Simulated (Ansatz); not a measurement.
C₄H₄F₆O (`FC(F)COC(F)(F)C(F)F`), relaxed with RKS PBE-D4/def2-SVP in Ansatz from a rough embedded geometry. The force threshold is 0.03 eV/Å; the program also tests the step.

The species carries charge 0 and has multiplicity 1.

Start:

```xyz
15

F    -1.029    1.672    2.343
C    -1.643    0.591    1.756
F    -2.232   -0.091    2.766
C    -0.537   -0.317    1.119
O    -0.176    0.340   -0.137
C     0.863   -0.416   -0.780
F     1.946   -0.425    0.079
F     0.467   -1.735   -0.885
C     1.286    0.168   -2.170
F     0.250    0.143   -3.029
F     2.291   -0.521   -2.721
H    -2.410    0.883    1.045
H     0.261   -0.279    1.748
H    -0.952   -1.247    0.893
H     1.614    1.234   -2.026
```

```
step  energy (eV)  largest force (eV/Å)  largest move (Å)
   1  -22521.2268                 5.013             0.000
   2  -22521.7142                 1.947             0.112
   3  -22521.8206                 0.275             0.091
   4  -22521.8274                 0.083             0.033
   5  -22521.8308                 0.058             0.054
   6  -22521.8316                 0.042             0.030
   7  -22521.8326                 0.037             0.058
   8  -22521.8329                 0.018             0.014
```

End:

```xyz
15

F    -0.957    1.786    2.023
C    -1.587    0.628    1.677
F    -2.124    0.070    2.802
C    -0.588   -0.357    1.096
O    -0.130    0.191   -0.144
C     0.896   -0.469   -0.740
F     2.021   -0.464    0.044
F     0.593   -1.782   -0.963
C     1.222    0.243   -2.071
F     0.141    0.179   -2.888
F     2.265   -0.388   -2.663
H    -2.407    0.873    0.962
H     0.252   -0.482    1.811
H    -1.083   -1.337    0.935
H     1.485    1.309   -1.881
```

It took 25 s on 4 threads of an AMD EPYC 7R13 on a shared host and a share of an NVIDIA H100 80 GB, with 0.81 GiB of host memory at the peak.
